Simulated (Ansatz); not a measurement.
Computed with Ansatz (a quantum-chemistry and plane-wave program) with frozen-core CCSD(T)/cc-pVTZ // PBE0-D4/def2-TZVP.

Ansatz 0.2 input:
```yaml
crystal:
  periodic: [false, false, false]
  atoms:
    - { symbol: C, position_ang: [-2.453708, -0.035687, 0.290526] }
    - { symbol: C, position_ang: [-1.366646, -0.213438, -0.443994] }
    - { symbol: C, position_ang: [0.008629, -0.326848, 0.113322] }
    - { symbol: O, position_ang: [0.861623, 0.554234, -0.574006] }
    - { symbol: C, position_ang: [2.189839, 0.444745, -0.146251] }
    - { symbol: H, position_ang: [-2.396229, 0.067679, 1.369895] }
    - { symbol: H, position_ang: [-3.439872, 0.010894, -0.156206] }
    - { symbol: H, position_ang: [-1.442462, -0.303844, -1.524887] }
    - { symbol: H, position_ang: [0.375051, -1.361293, -0.005734] }
    - { symbol: H, position_ang: [0.004857, -0.106388, 1.191824] }
    - { symbol: H, position_ang: [2.783297, 1.149266, -0.729338] }
    - { symbol: H, position_ang: [2.582482, -0.569945, -0.30538] }
    - { symbol: H, position_ang: [2.293139, 0.690625, 0.920232] }
basis:
  gaussian: { orbitals: cc-pVTZ }
correlation:
  method: ccsd_t
```

Output:

```
Functional definition: HF
1493 factors; integrals over basis functions are off by at most 1.2e-3 eV
mean field evaluation 1: about -6283.2919 eV, gradient 3.4e1 eV
mean field evaluation 2: about -6283.6020 eV, gradient 3.4e1 eV
mean field evaluation 4: about -6286.6781 eV, gradient 4.9e0 eV
mean field evaluation 8: about -6286.7323 eV, gradient 1.9e-1 eV
mean field evaluation 16: about -6285.9860 eV, gradient 1.4e1 eV
mean field -6286.73240115 eV, -231.0331544421 hartree, gradient 4.4e-6 eV, S^2 0.000000; 0 other end points of the search recorded, 0 dependent functions left out
5 core orbitals not correlated
reference -6286.73240115 eV, -231.0331544421 hartree; 15, 15 occupied and 242, 242 virtual orbitals, 1493 factors
second order -24.78801023 eV of doubles, -0.00000000 eV of singles
cycle   1  -25.23100589 eV  change   -4.4e-1 eV  update   1.0e-1
cycle   2  -25.84573907 eV  change   -6.1e-1 eV  update   3.0e-2
cycle   3  -25.97013144 eV  change   -1.2e-1 eV  update   1.4e-2
cycle   4  -25.96278478 eV  change    7.3e-3 eV  update   3.6e-3
cycle   5  -25.96340478 eV  change   -6.2e-4 eV  update   1.5e-3
cycle   6  -25.96411448 eV  change   -7.1e-4 eV  update   3.6e-4
cycle   7  -25.96393197 eV  change    1.8e-4 eV  update   1.2e-4
cycle   8  -25.96390485 eV  change    2.7e-5 eV  update   3.9e-5
cycle   9  -25.96391807 eV  change   -1.3e-5 eV  update   1.4e-5
perturbative correction -1.05756403 eV, -0.0388647611 hartree
Total energy: -6313.75388325 eV, -232.0261755932 hartree
```

Cost: very roughly 23 core-minutes.
